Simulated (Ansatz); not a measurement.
Cost and result for the atomization energy of C₂H₇BO, SMILES `CBOC` (11 atoms, 10 bonds).

| atom | x (Å) | y (Å) | z (Å) |
| --- | --- | --- | --- |
| C1 | -0.2988 | 1.8923 | 0.0115 |
| B2 | 0.1230 | 0.4244 | 0.3302 |
| O3 | -0.2156 | -0.5649 | -0.5202 |
| C4 | 0.1383 | -1.9110 | -0.2896 |
| H5 | -0.8698 | 1.9877 | -0.9138 |
| H6 | -0.8917 | 2.3044 | 0.8355 |
| H7 | 0.5882 | 2.5323 | -0.0564 |
| H8 | 0.7498 | 0.1386 | 1.3226 |
| H9 | -0.7703 | -2.5150 | -0.2419 |
| H10 | 0.6973 | -2.0222 | 0.6441 |
| H11 | 0.7495 | -2.2666 | -1.1220 |

The species carries charge 0 and has multiplicity 1. All single points use the PBE0-D4/def2-TZVP geometry. It is one conformer, not always the lowest. Program: Ansatz. All runs use 2 threads of a server CPU on a shared host. Times are those of one run each, without the atoms' runs, and a repeat can differ threefold. Electronic energies, without spin–orbit coupling; frozen cores. CCSD(T)/CBS adds CCSD(T) − MP2 in def2-TZVPP to the MP2 limit, and its time is that of the two runs behind it. T1 = 0.012. B3LYP takes the VWN-RPA correlation (the form of Gaussian; ORCA's B3LYP/G). HSE06 is the plane-wave form, built on full-range PBE exchange.

CCSD(T)/CBS is a level of theory with its own doubt, some kJ/mol a heavy atom from the limit and from the frozen cores, so smaller differences don't rank the functionals.

```
                            level  functions  wall time
           LDA (SPW92)/def2-TZVPP        222      1.8 s
             revPBE-D4/def2-TZVPP        222      2.9 s
  PBE-D4/def2-TZVPP (with forces)        222      3.6 s
              HSE06-D4/def2-TZVPP        222      3.8 s
          CAM-B3LYP-D4/def2-TZVPP        222      3.8 s
                 CCSD(T)/def2-SVP         91      4.8 s
B3LYP-D4/def2-TZVPP (with forces)        222      6.5 s
                B2PLYP/def2-TZVPP        222        9 s
               ωB97X-V/def2-TZVPP        222       10 s
                B97M-V/def2-TZVPP        222       12 s
                   MP2/def2-QZVPP        438       39 s
               CCSD(T)/def2-TZVPP        222    2.3 min
                CCSD(T)/CBS(def2)          –      3 min
```

Question: What atomization energy does each give, and how far from CCSD(T)/CBS? (Estimate.)

Answer: The calculation gave: 
```
                            level  atomization (kJ/mol)  difference from CCSD(T)/CBS  per bond
           LDA (SPW92)/def2-TZVPP                4864.4                        580.3      58.0
             revPBE-D4/def2-TZVPP                4263.8                        -20.3      -2.0
  PBE-D4/def2-TZVPP (with forces)                4363.2                         79.1       7.9
              HSE06-D4/def2-TZVPP                4306.5                         22.4       2.2
          CAM-B3LYP-D4/def2-TZVPP                4325.9                         41.8       4.2
                 CCSD(T)/def2-SVP                4120.2                       -163.9     -16.4
B3LYP-D4/def2-TZVPP (with forces)                4304.1                         20.0       2.0
                B2PLYP/def2-TZVPP                4263.6                        -20.5      -2.0
               ωB97X-V/def2-TZVPP                4294.6                         10.5       1.0
                B97M-V/def2-TZVPP                4304.4                         20.3       2.0
                   MP2/def2-QZVPP                4300.3                         16.2       1.6
               CCSD(T)/def2-TZVPP                4194.4                        -89.7      -9.0
                CCSD(T)/CBS(def2)                4284.1                          0.0       0.0
```

From r2SCAN to r2SCAN0 (25 % exact exchange), in def2-TZVPP and without D4, the atomization energy moves by −50.7 kJ/mol: exact exchange takes away binding that semilocal exchange gives to molecules. Leaving LDA and LC-ωPBE aside and taking each functional with its dispersion term where it has one, the values, not all of them listed here, spread over 162.1 kJ/mol, from BHLYP-D4 to PBE-D4. LDA lies +515.2 kJ/mol from PBE without D4, its usual overbinding. In def2-TZVPP, CCSD(T) changes the Hartree–Fock value by +932.4 kJ/mol (the triples alone add +48.4 kJ/mol) and MP2 by +985.3 kJ/mol; breaking electron pairs costs correlation energy, which Hartree–Fock lacks.
